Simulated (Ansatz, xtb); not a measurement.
C4H7BCl2: which of two isomers lies lower

Structure a: `CC(C)=CB(Cl)Cl`, a singlet. Structure b: `ClB(Cl)CC1CC1`, a singlet. Both are isolated molecules in the gas phase, relaxed with r2SCAN-D4/def2-SVP; the shapes shown needn't be the lowest conformers.

a (Å):

```
atom    x (Å)    y (Å)    z (Å)
   C  -1.1775  -0.5440   1.3574
   C  -0.2033   0.3194   0.6148
   C  -0.1646   1.7532   1.0673
   C   0.5700  -0.2081  -0.3785
   B   1.6409   0.4478  -1.2500
  Cl   2.2061   2.1186  -1.0844
  Cl   2.4115  -0.5182  -2.5190
   H  -1.1475  -1.5932   1.0330
   H  -2.2047  -0.1589   1.2269
   H  -0.9765  -0.4983   2.4427
   H  -1.0115   1.9819   1.7307
   H  -0.1729   2.4549   0.2218
   H   0.7650   1.9581   1.6251
   H   0.4057  -1.2749  -0.5824
```

b (Å):

```xyz
14

C    -2.0375   -0.0798   -1.1105
C    -0.8939   -0.2079   -0.1297
C    -1.0754    0.1857    1.3111
C    -0.9369   -1.2673    0.9363
B    -2.0046   -1.0146   -2.3642
Cl   -3.3185   -0.9567   -3.5398
Cl   -0.6842   -2.1366   -2.6632
H    -3.0061   -0.2552   -0.6015
H    -2.1289    0.9606   -1.4849
H     0.0954   -0.0121   -0.5604
H    -0.2417    0.6693    1.8288
H    -2.0633    0.5436    1.6196
H    -0.0091   -1.7869    1.1926
H    -1.8319   -1.8967    0.9897
```

**Question.** Which of the two would you expect CCSD(T)/def2-SVP + ΔMP2/def2-TZVPP electronic energies to favour?

**Answer.** Structure a; the calculation gives E(b) − E(a) = +0.547 eV.

Level by level:

| level | geometry | E(b) − E(a) (eV) | departure from the last row (eV) | job, with rough time for the two |
| --- | --- | --- | --- | --- |
| GFN2-xTB | GFN2-xTB | +0.195 | −0.353 | optimisation, 0.13 s |
| HF/STO-3G | GFN2-xTB | +0.140 | −0.407 | single point, 0.32 s |
| r2SCAN-D4/def2-SVP//GFN2-xTB | GFN2-xTB | +0.414 | −0.133 | single point, 3.2 s |
| r2SCAN-D4/def2-SVP | r2SCAN-D4/def2-SVP | +0.502 | −0.045 | optimisation, 62 s |
| HF/def2-SVP | r2SCAN-D4/def2-SVP | +0.536 | −0.011 | part of the CCSD(T) run |
| MP2/def2-SVP | r2SCAN-D4/def2-SVP | +0.421 | −0.127 | part of the CCSD(T) run |
| CCSD(T)/def2-SVP | r2SCAN-D4/def2-SVP | +0.505 | −0.042 | single point |
| CCSD(T)/def2-SVP + ΔMP2/def2-TZVPP | r2SCAN-D4/def2-SVP | +0.547 |  | single point, 53 s |

As drawn, b has 2 C–C in place of 1 C=C. Structure a has no ring, b a 3-membered ring.

The levels shown agree on the order. The largest departure from CCSD(T)/def2-SVP + ΔMP2/def2-TZVPP is that of HF/STO-3G, 0.407 eV. The last row adds to CCSD(T) the change of the MP2 difference between the two basis sets, here +0.042 eV.

With thermal terms from frequencies at re-optimised GFN2-xTB minima (ideal gas, soft modes damped towards free rotors, one conformer each, 298.15 K, 1 atm): on the last row, ΔE + ΔZPE = +0.584, ΔH = +0.558, ΔG = +0.603 eV.

The correlated steps freeze 15 core orbitals. Codes used: Ansatz 0.2.0, xtb 6.7.1; the last row on 4 threads of Arm Neoverse V2 on a shared host.
